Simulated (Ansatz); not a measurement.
TaSeCl₃⁻. Total charge -1; doublet. Geometry r2SCAN-D4/def2-SVP, that of the neutral singlet.

```xyz
5

Ta   -0.0312    0.0111   -0.0107
Se    2.0180   -0.7130    0.6899
Cl   -1.5344   -1.6783    0.3451
Cl    0.1251    0.5139   -2.2385
Cl   -0.5774    1.8662    1.2142
```

In the def2 sets Ta takes a core potential; there is no spin–orbit coupling. At PBE-D4/def2-TZVPD, r2SCAN-D4/def2-TZVPD the highest occupied level of the charge -1 doublet lies above zero (up to 1.19 eV). By energy differences its removal costs 1.30 eV (vertical, to the charge 0 singlet, at PBE-D4/def2-TZVPD); a positive level beside a positive removal energy at the same level points to self-interaction error. At PBE-D4/def2-TZVPD the gap within one spin of the charge -1 doublet nearly closes, so an electron or hole may be smeared out by delocalisation error.

**Question.** Estimate the α-spin orbital energies around the gap (eV) in Ansatz with PBE-D4/def2-TZVPD, r2SCAN-D4/def2-TZVPD, PBE0-D4/def2-TZVPD.

**Answer.** 
```csv
orbital,PBE-D4/def2-TZVPD,r2SCAN-D4/def2-TZVPD,PBE0-D4/def2-TZVPD
HOMO−5,-4.11,-4.47,-5.52
HOMO−4,-3.80,-4.17,-5.21
HOMO−3,-2.76,-3.02,-3.90
HOMO−2,-1.86,-2.10,-2.94
HOMO−1,-1.85,-2.05,-2.83
HOMO,1.19,0.89,-0.05
LUMO,1.31,1.40,2.10
LUMO+1,2.22,2.38,2.91
LUMO+2,2.25,2.40,2.92
LUMO+3,2.38,2.67,2.98
LUMO+4,2.53,3.04,3.12
LUMO+5,3.04,3.51,3.44
β HOMO,-1.74,-1.94,-2.74
β LUMO,1.61,1.84,2.45
```
